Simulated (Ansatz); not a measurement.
```yaml
crystal:
  periodic: [false, false, false]
  atoms:
    - {symbol: O, position_ang: [1.174398, -0.524972, -3.746653]}
    - {symbol: C, position_ang: [0.415943, -0.173400, -3.004208]}
    - {symbol: Os, position_ang: [-0.800827, 0.492116, -1.660814]}
    - {symbol: C, position_ang: [-2.224165, -0.590734, -2.362048]}
    - {symbol: O, position_ang: [-3.119049, -1.017128, -2.848066]}
    - {symbol: C, position_ang: [-0.544533, 2.275922, -2.188692]}
    - {symbol: O, position_ang: [-0.596396, 3.344890, -2.644448]}
    - {symbol: C, position_ang: [-1.856556, 1.071444, -0.152714]}
    - {symbol: O, position_ang: [-2.502218, 1.371792, 0.738750]}
    - {symbol: O, position_ang: [0.770669, -0.531126, -0.134524]}
    - {symbol: C, position_ang: [0.431955, -1.590345, 0.751378]}
    - {symbol: C, position_ang: [0.072692, -0.980106, 2.140638]}
    - {symbol: C, position_ang: [0.841868, 0.343602, 2.096141]}
    - {symbol: C, position_ang: [1.607765, 0.360354, 0.795775]}
    - {symbol: H, position_ang: [-0.486300, -2.080226, 0.246136]}
    - {symbol: H, position_ang: [1.241545, -2.270462, 0.846262]}
    - {symbol: H, position_ang: [-1.036630, -0.730987, 2.142778]}
    - {symbol: H, position_ang: [0.439309, -1.605792, 2.883423]}
    - {symbol: H, position_ang: [1.543983, 0.529350, 2.908037]}
    - {symbol: H, position_ang: [0.174883, 1.224855, 2.120969]}
    - {symbol: H, position_ang: [2.625535, -0.170369, 0.863196]}
    - {symbol: H, position_ang: [1.790319, 1.286942, 0.247227]}
basis:
  gaussian: {orbitals: x2c-TZVPPall}
magnetization: {spin_polarized: true, initial_magnetization: 1}
hamiltonian: {xc: {name: wB97X}}
```

```sh
$ ansatz run in.yaml --threads 11 --pin off --events-out ev --progress --plain --max-ram 174080MiB --backend cuda --devices 0, --max-vram 75GiB
```

Shortened log:

```
Error: a molecule whose nuclei and cores have a total charge of 172 cannot have a net charge of 0 together with 1 unpaired electrons
```

Question: What is wrong with this run?

Answer: The number of unpaired electrons doesn't fit the electron count. The program refused the input.
